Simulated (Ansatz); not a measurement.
```yaml
crystal:
  periodic: [false, false, false]
  atoms:
    - {symbol: C, position_ang: [-2.069537, 1.208974, -0.547048]}
    - {symbol: Sn, position_ang: [-0.285839, 0.563143, -0.784715]}
    - {symbol: Cl, position_ang: [1.442514, 2.287939, 0.183141]}
    - {symbol: O, position_ang: [0.122585, -1.105782, 0.218795]}
    - {symbol: Si, position_ang: [1.466648, -1.673299, 0.804323]}
    - {symbol: H, position_ang: [-2.397900, 2.334554, -0.805821]}
    - {symbol: H, position_ang: [-2.687465, 0.565402, -0.678860]}
    - {symbol: H, position_ang: [-2.013257, 1.417572, 0.801391]}
    - {symbol: H, position_ang: [0.419358, 0.392236, -2.182517]}
    - {symbol: H, position_ang: [1.789763, -1.141130, 2.137763]}
    - {symbol: H, position_ang: [1.165910, -3.137576, 0.965152]}
    - {symbol: H, position_ang: [2.797381, -1.627494, 0.099786]}
basis:
  gaussian: {orbitals: def2-SVPD}
hamiltonian: {xc: {name: B3LYP5}}
accuracy: high
relax: {f_tol: 0.0001, max_steps: 2}
output: {forces: true}
```

```sh
$ ansatz run in.yaml --threads 2 --pin off --events-out ev --progress --plain --max-ram 32768MiB --backend cuda --devices 0, --max-vram 18GiB
```

Shortened log:

```
Functional definition: B3LYP5
3994 factors; integrals over basis functions are off by at most 2.4e-9 eV
mean field evaluation 1: about -29404.0317 eV, gradient 7.6e1 eV
mean field evaluation 2: about -29369.2603 eV, gradient 1.5e2 eV
mean field evaluation 4: about -29415.7853 eV, gradient 9.5e0 eV
mean field evaluation 8: about -29416.0723 eV, gradient 5.1e-1 eV
mean field evaluation 16: about -29416.0731 eV, gradient 4.3e-5 eV
mean field -29416.07306585 eV, -1081.0207462396 hartree, gradient 3.2e-8 eV, S^2 0.000000; 0 other end points of the search recorded, 0 dependent functions left out
reference -29416.07311850 eV, -1081.0207481742 hartree; 37, 37 occupied and 145, 145 virtual orbitals, 3994 factors
relax step   1: F+E_penalty+E_count = -29416.07306585 eV  Δ(F+E_penalty+E_count) = +0.000e0 eV  max|allowed force component| = 1.287e1 eV/Å  Δτ_max = 0.0000 Å  (33 SCF iters, accepted)
4001 factors; integrals over basis functions are off by at most 3.4e-9 eV
mean field -29419.08918153 eV, -1081.1315864463 hartree, gradient 6.4e-8 eV, S^2 0.000000; 0 other end points of the search recorded, 0 dependent functions left out
reference -29419.08923464 eV, -1081.1315883980 hartree; 37, 37 occupied and 145, 145 virtual orbitals, 4001 factors
relax step   2: F+E_penalty+E_count = -29419.08918153 eV  Δ(F+E_penalty+E_count) = -3.016e0 eV  max|allowed force component| = 2.536e0 eV/Å  Δτ_max = 0.1948 Å  (47 SCF iters, accepted)
Error: geometry relaxation did not converge after 2 steps: max|allowed force component| = 2.54e0 eV/Å (threshold 1.0e-4). Raise `relax.max_steps` over both its present limit and 2, loosen `relax.f_tol`, or start from a geometry closer to equilibrium. Where this run's directory can be resumed (`checkpoint.write`), a resume goes on for up to `relax.max_steps` more
```

Question: Something in this input is off. What?

Answer: The relaxation is allowed too few steps for its threshold. The calculation stopped without meeting its thresholds.

B3LYP here is the variant with VWN-RPA as its local correlation; programs differ in this.
